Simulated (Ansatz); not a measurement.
Ansatz (a program for electronic structure) input (HF/def2-TZVP):

Ansatz 0.2 input:
```yaml
crystal:
  periodic: [false, false, false]
  atoms:
    - {symbol: In, position_ang: [0.03171659, 0.00673677, 0.01266736]}
    - {symbol: H, position_ang: [-0.49704265, -1.67086301, -0.21062757]}
    - {symbol: H, position_ang: [-1.05707047, 1.34076124, -0.41007300]}
basis:
  gaussian:
    orbitals: def2-TZVP
hamiltonian:
  xc: {name: HF}
magnetization: {spin_polarized: true, initial_magnetization: 1}
relax: {f_tol: 0.003, max_steps: 100}
```

End of the output:

```
mean field -5179.01937955 eV, -190.3254517330 hartree, gradient 1.2e-5 eV, S^2 0.757983; 0 other end points of the search recorded, 0 dependent functions left out
the calculation of the forces begins
reference -5179.01937955 eV, -190.3254517330 hartree; 12, 11 occupied and 50, 51 virtual orbitals, 637 factors
relax step   4: F+E_penalty+E_count = -5179.01937955 eV  Δ(F+E_penalty+E_count) = -1.101e-6 eV  max|allowed force component| = 3.014e-4 eV/Å  Δτ_max = 0.0002 Å  (28 SCF iters, accepted)
integrals: 0.01 GiB planned
637 factors; integrals over basis functions are off by at most 1.6e-4 eV
mean field: 0.14 GiB planned
mean field -5179.01937955 eV, -190.3254517330 hartree, gradient 1.2e-5 eV, S^2 0.757983; 1 other end points of the search recorded, 0 dependent functions left out
the calculation of the forces begins
reference -5179.01937955 eV, -190.3254517330 hartree; 12, 11 occupied and 50, 51 virtual orbitals, 637 factors
Total energy: -5179.01937955 eV, -190.3254517330 hartree
Atom 0 at     0.028020     0.005952     0.011191 Å, force     0.000301     0.000064     0.000120 eV/Å
Atom 1 at    -0.498045    -1.655139    -0.210905 Å, force    -0.000135    -0.000116    -0.000055 eV/Å
Atom 2 at    -1.052371     1.325822    -0.408319 Å, force    -0.000166     0.000052    -0.000066 eV/Å
Dipole moment:     0.105765     0.022465     0.042242 e Å
```
